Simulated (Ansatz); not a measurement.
A run on `C[NH][Zr]([OH])([NH]C)[NH]C` with other settings.

```yaml
crystal:
  periodic: [false, false, false]
  atoms:
    - {symbol: C, position_ang: [-2.132869, -2.028675, -1.051984]}
    - {symbol: N, position_ang: [-1.773975, -0.747856, -0.482912]}
    - {symbol: Zr, position_ang: [0.118931, -0.049464, -0.151037]}
    - {symbol: O, position_ang: [1.339514, -0.501884, -1.596435]}
    - {symbol: N, position_ang: [-0.043493, 1.971318, 0.117762]}
    - {symbol: C, position_ang: [-0.080652, 2.982744, -0.916097]}
    - {symbol: N, position_ang: [0.706472, -0.825855, 1.647474]}
    - {symbol: C, position_ang: [2.057207, -0.880767, 2.162684]}
    - {symbol: H, position_ang: [-2.787827, -2.612740, -0.392183]}
    - {symbol: H, position_ang: [-1.234547, -2.632936, -1.217058]}
    - {symbol: H, position_ang: [-2.635351, -1.938133, -2.023983]}
    - {symbol: H, position_ang: [-2.587556, -0.162724, -0.346726]}
    - {symbol: H, position_ang: [1.953308, -0.756089, -2.276812]}
    - {symbol: H, position_ang: [-0.009488, 2.386031, 1.039613]}
    - {symbol: H, position_ang: [-0.085183, 2.511373, -1.904449]}
    - {symbol: H, position_ang: [0.789327, 3.651956, -0.889602]}
    - {symbol: H, position_ang: [-0.982092, 3.607044, -0.860813]}
    - {symbol: H, position_ang: [0.059306, -1.312840, 2.253129]}
    - {symbol: H, position_ang: [2.156231, -0.382676, 3.136086]}
    - {symbol: H, position_ang: [2.743012, -0.370370, 1.478143]}
    - {symbol: H, position_ang: [2.429725, -1.907458, 2.275180]}
basis:
  gaussian: {orbitals: def2-mTZVPP, point_charges: [{charge: 0.50, position_ang: [6.866, 0.628, -0.024]}]}
hamiltonian: {xc: {name: B97}, pseudopotentials: {relativity: scalar}}
scf: {lower_state_search: off}
```

```sh
$ ansatz run in.yaml --threads 4 --pin off --events-out ev --progress --plain --max-ram 66560MiB --backend cpu
```

It prints (some lines left out):

```
Functional definition: B97
2274 factors; their error is unknown
mean field evaluation 1: about -11100.4105 eV, gradient 1.2e2 eV
mean field evaluation 2: about -11001.9856 eV, gradient 2.4e2 eV
mean field evaluation 4: about -11129.0511 eV, gradient 1.3e1 eV
mean field evaluation 8: about -11129.4945 eV, gradient 3.4e-1 eV
mean field evaluation 16: about -11129.4984 eV, gradient 1.1e-3 eV
mean field -11129.49836187 eV, -409.0015209537 hartree, gradient 2.1e-6 eV, S^2 0.000000; 0 other end points of the search recorded, 0 dependent functions left out
reference -11129.49841811 eV, -409.0015230204 hartree; 36, 36 occupied and 215, 215 virtual orbitals, 2274 factors
Total energy: -11129.49841811 eV, -409.0015230204 hartree
Relativity: scalar
Checks for a lower state left out: stability, starts, cluster_reference, orbital_swaps, neighbouring_geometries, increment
```

Run time 5.5 s (4 threads of an AMD EPYC 7R13 on a shared host); peak host memory 1.1 GiB.
